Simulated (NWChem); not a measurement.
Molecule: GeNH2Cl, singlet; SMILES [NH2][Ge][Cl]

```xyz
5

Ge     0.4706     0.5202     0.0000
Cl    -0.1561    -1.6296     0.0000
N     -1.2336     1.1963     0.0000
H     -2.0808     0.6182     0.0000
H     -1.4333     2.2011     0.0000
```
Atoms are numbered in this order, from 1.

Program: NWChem. Low-valent species are run as closed-shell singlets; no triplet was tried in these runs. Geometry: optimised at PBE-D3(BJ)/def2-SVP. Static field.

For level B3LYP/aug-cc-pVDZ:

```
Quantity                          Result
--------------------------------  ------
isotropic polarisability (bohr³)    58.1
anisotropy (bohr³)                  24.1
```

Q: What are these values for level PBE/aug-cc-pVDZ?

A: The isotropic polarisability (bohr³) comes out as 60.0 and the anisotropy (bohr³) is 25.2.
